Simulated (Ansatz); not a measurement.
The cluster Ga₄F₄. The state is a singlet with charge 0. Geometry r2SCAN-D4/def2-SVP; atoms count from 1.

```xyz
8

Ga    0.609    0.233   -1.973
Ga   -2.076   -0.006    0.087
Ga    0.737    1.571    1.142
Ga    0.730   -1.798    0.743
F    -0.565   -1.207   -0.877
F    -0.561    1.380   -0.570
F    -0.468   -0.178    1.515
F     1.594    0.005   -0.068
```

The structure comes from a short search, and lower isomers may exist.

(1) Estimate the Mulliken populations from the PBE0/def2-TZVP orbitals of Ansatz.

Results:

(1) 
| atom | charge (e) |
| --- | --- |
| Ga1 | 0.48 |
| Ga2 | 0.48 |
| Ga3 | 0.48 |
| Ga4 | 0.48 |
| F5 | -0.48 |
| F6 | -0.48 |
| F7 | -0.48 |
| F8 | -0.48 |
Mulliken values and Mayer orders depend strongly on the basis.
